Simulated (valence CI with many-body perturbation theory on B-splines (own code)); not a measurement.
Kr29+: electric-dipole lines

Computed by valence CI with perturbative core correlation (CI+MBPT): five valence electrons over a frozen Dirac-Fock core [He], radial functions for each j: 11 s, 11 p, 10 d, 8 f, 5 g, 2 h, with the one-electron correlation potential Σ1 (screened to all orders), the two-electron term Σ2, the three-electron term Σ3, Breit, model QED; selected single and double excitations, second order for the rest, scaled by the run's own slope (own B-spline code, finite nucleus).

No measured spectrum was set against this ion. As an estimate, large intervals hold to a few tenths of a per cent, small ones and those within an open d or f shell to about a per cent. Among the levels kept, up to 5300 cm⁻¹ of a level comes from second order outside the variational space, and about a tenth of that is noise between levels of different J, which matters for small intervals.

Lines 51 to 100 of 599 in falling wavelength, among levels below 18507 × 10³ cm⁻¹, chosen from the strongest by gf and those to the six lowest levels. Wavelengths and rates use the calculated energies. Electric multipoles are in the length gauge with retardation, E1 and E2 with the static RPA response of the core. Weak lines are less certain than strong ones. Lines between different terms over intervals too small for the method are left out, as are lines whose strength nearly cancels. Where a level lies close to another of its J and parity, the split of strength between their lines is uncertain. The highest levels of a list are the least certain.

Levels are named by their leading jj configuration (3d3/2^4 stands for four electrons in 3d with j = 3/2), which in mixed levels can hold well under half, so a name can repeat and another be missing. Letters in brackets count levels of one name in rising energy.

```csv
λ vac (Å),Upper,Lower,A (s⁻¹),S (a.u.)
252.9,(2s^2 2p1/2 2p3/2 3d5/2) J=7/2 [a],(2s^2 2p1/2 2p3/2 3p3/2) J=5/2 [a],4.39e+09,2.80e-01
252.1,(2s 2p1/2 2p3/2^2 3d5/2) J=5/2 [e],(2s 2p1/2 2p3/2^2 3p3/2) J=3/2 [e],2.86e+09,1.36e-01
251.6,(2s 2p1/2 2p3/2^2 3d5/2) J=7/2 [b],(2s 2p1/2 2p3/2^2 3p3/2) J=5/2 [b],3.21e+09,2.02e-01
250.9,(2s^2 2p3/2^2 3d5/2) J=9/2,(2s^2 2p3/2^2 3p3/2) J=7/2,5.02e+09,3.91e-01
250.4,(2s^2 2p3/2^2 3p1/2) J=5/2,(2s^2 2p3/2^2 3s) J=5/2,3.62e+09,1.68e-01
249.9,(2s 2p1/2^2 2p3/2 3p3/2) J=5/2 [a],(2s 2p1/2^2 2p3/2 3s) J=3/2 [a],3.16e+09,1.46e-01
249.8,(2s 2p1/2 2p3/2^2 3d3/2) J=9/2,(2s 2p1/2 2p3/2^2 3p3/2) J=7/2 [b],3.89e+09,2.99e-01
249.4,(2s 2p1/2 2p3/2^2 3d3/2) J=7/2 [b],(2s 2p1/2 2p3/2^2 3p1/2) J=5/2 [b],1.56e+09,9.55e-02
247.2,(2s 2p1/2 2p3/2^2 3d5/2) J=5/2 [f],(2s 2p1/2 2p3/2^2 3p3/2) J=3/2 [f],3.64e+09,1.63e-01
246.9,(2s 2p1/2^2 2p3/2 3p3/2) J=5/2 [b],(2s 2p1/2^2 2p3/2 3s) J=3/2 [b],3.75e+09,1.67e-01
246.3,(2s^2 2p3/2^2 3d5/2) J=5/2 [b],(2s^2 2p3/2^2 3p3/2) J=3/2 [b],4.69e+09,2.07e-01
246.2,(2s 2p1/2 2p3/2^2 3d5/2) J=5/2 [b],(2s 2p1/2 2p3/2^2 3p3/2) J=5/2 [b],2.52e+09,1.11e-01
246.1,(2s 2p1/2 2p3/2^2 3p3/2) J=3/2 [b],(2s 2p1/2 2p3/2^2 3s) J=5/2 [b],5.07e+09,1.49e-01
244.9,(2s^2 2p3/2^2 3p3/2) J=5/2,(2s^2 2p3/2^2 3s) J=3/2,3.77e+09,1.64e-01
244.5,(2s^2 2p1/2^2 3d5/2) J=5/2,(2s^2 2p1/2^2 3p3/2) J=3/2,5.46e+09,2.36e-01
244.5,(2s 2p1/2 2p3/2^2 3d5/2) J=3/2 [a],(2s 2p1/2 2p3/2^2 3p3/2) J=3/2 [a],2.81e+09,8.10e-02
244.2,(2s 2p1/2^2 2p3/2 3d5/2) J=7/2 [b],(2s 2p1/2^2 2p3/2 3p3/2) J=5/2 [b],4.12e+09,2.37e-01
244.0,(2s^2 2p1/2 2p3/2 3d5/2) J=5/2 [a],(2s^2 2p1/2 2p3/2 3p3/2) J=3/2 [a],3.70e+09,1.59e-01
244.0,(2s 2p1/2 2p3/2^2 3d5/2) J=3/2 [c],(2s 2p1/2 2p3/2^2 3p3/2) J=1/2 [b],3.39e+09,9.71e-02
243.5,(2s 2p3/2^3 3d3/2) J=5/2,(2s 2p3/2^3 3p3/2) J=3/2 [a],2.22e+09,9.49e-02
241.3,(2s^2 2p1/2 2p3/2 3d5/2) J=7/2 [b],(2s^2 2p1/2 2p3/2 3p3/2) J=5/2 [b],4.96e+09,2.75e-01
241.0,(2s^2 2p3/2^2 3p3/2) J=1/2,(2s^2 2p3/2^2 3s) J=3/2,5.62e+09,7.76e-02
240.3,(2s 2p3/2^3 3p3/2) J=3/2 [a],(2s 2p3/2^3 3s) J=3/2 [a],3.94e+09,1.08e-01
237.9,(2s 2p1/2 2p3/2^2 3d5/2) J=5/2 [g],(2s 2p1/2 2p3/2^2 3p3/2) J=3/2 [g],5.12e+09,2.04e-01
237.7,(2s 2p3/2^3 3d5/2) J=7/2,(2s 2p3/2^3 3p3/2) J=7/2,1.72e+09,9.14e-02
237.4,(2s 2p1/2 2p3/2^2 3d3/2) J=7/2 [a],(2s 2p1/2 2p3/2^2 3p3/2) J=5/2 [a],2.72e+09,1.44e-01
237.2,(2s 2p1/2 2p3/2^2 3p3/2) J=1/2 [a],(2s 2p1/2 2p3/2^2 3s) J=3/2 [a],5.85e+09,7.71e-02
234.9,(2s 2p1/2 2p3/2^2 3d3/2) J=5/2 [b],(2s 2p1/2 2p3/2^2 3p1/2) J=5/2 [b],3.19e+09,1.23e-01
233.3,(2s 2p1/2 2p3/2^2 3d3/2) J=7/2 [c],(2s 2p1/2 2p3/2^2 3p3/2) J=5/2 [c],1.99e+09,9.99e-02
232.7,(2s 2p1/2 2p3/2^2 3p3/2) J=7/2 [c],(2s 2p1/2 2p3/2^2 3s) J=5/2 [c],7.47e+09,3.72e-01
232.5,(2s 2p1/2^2 2p3/2 3d5/2) J=5/2 [a],(2s 2p1/2^2 2p3/2 3p3/2) J=3/2 [a],4.35e+09,1.62e-01
231.7,(2s 2p1/2 2p3/2^2 3p3/2) J=3/2 [e],(2s 2p1/2 2p3/2^2 3s) J=1/2 [b],4.09e+09,1.00e-01
231.1,(2s^2 2p1/2 2p3/2 3d5/2) J=3/2 [a],(2s^2 2p1/2 2p3/2 3p3/2) J=1/2 [a],3.95e+09,9.62e-02
230.8,(2s^2 2p1/2 2p3/2 3p1/2) J=3/2 [b],(2s^2 2p1/2 2p3/2 3s) J=5/2,5.75e+09,1.40e-01
227.9,(2s^2 2p3/2^2 3p3/2) J=5/2,(2s^2 2p3/2^2 3s) J=5/2,2.88e+09,1.01e-01
227.4,(2s 2p1/2 2p3/2^2 3d3/2) J=5/2 [a],(2s 2p1/2 2p3/2^2 3p1/2) J=5/2 [a],2.01e+09,7.00e-02
227.0,(2s 2p1/2 2p3/2^2 3p1/2) J=5/2 [b],(2s 2p1/2 2p3/2^2 3s) J=7/2,6.28e+09,2.18e-01
226.0,(2s 2p1/2 2p3/2^2 3d3/2) J=5/2 [c],(2s 2p1/2 2p3/2^2 3p3/2) J=3/2 [e],2.17e+09,7.42e-02
225.6,(2s 2p1/2^2 2p3/2 3d5/2) J=7/2 [a],(2s 2p1/2^2 2p3/2 3p3/2) J=5/2 [a],6.73e+09,3.05e-01
225.4,(2s 2p1/2 2p3/2^2 3d5/2) J=7/2 [c],(2s 2p1/2 2p3/2^2 3p1/2) J=5/2 [c],2.53e+09,1.15e-01
225.2,(2s 2p1/2 2p3/2^2 3d3/2) J=5/2 [d],(2s 2p1/2 2p3/2^2 3p1/2) J=3/2 [c],3.67e+09,1.24e-01
225.2,(2s 2p3/2^3 3p3/2) J=5/2 [b],(2s 2p3/2^3 3s) J=3/2 [b],6.87e+09,2.32e-01
225.1,(2s 2p3/2^3 3p3/2) J=7/2,(2s 2p3/2^3 3s) J=5/2,8.94e+09,4.03e-01
225.0,(2s 2p1/2^2 2p3/2 3p3/2) J=5/2 [a],(2s^2 2p3/2^2 3p1/2) J=3/2,1.91e+09,6.45e-02
224.9,(2s^2 2p1/2 2p3/2 3d3/2) J=5/2 [b],(2s^2 2p1/2 2p3/2 3p1/2) J=3/2 [b],2.67e+09,9.01e-02
224.8,(2s 2p1/2 2p3/2^2 3p3/2) J=7/2 [a],(2s 2p1/2 2p3/2^2 3s) J=5/2 [a],6.59e+09,2.96e-01
223.3,(2s 2p1/2 2p3/2^2 3p3/2) J=5/2 [c],(2s 2p1/2 2p3/2^2 3s) J=3/2 [b],7.41e+09,2.44e-01
223.3,(2s 2p1/2 2p3/2^2 3d3/2) J=3/2 [b],(2s 2p1/2 2p3/2^2 3p1/2) J=5/2 [b],5.02e+09,1.11e-01
222.8,(2s^2 2p1/2 2p3/2 3d5/2) J=5/2 [b],(2s^2 2p1/2 2p3/2 3p3/2) J=3/2 [b],5.29e+09,1.73e-01
222.8,(2s 2p1/2^2 2p3/2 3d5/2) J=1/2,(2s 2p1/2^2 2p3/2 3p3/2) J=1/2 [a],6.05e+09,6.60e-02
```
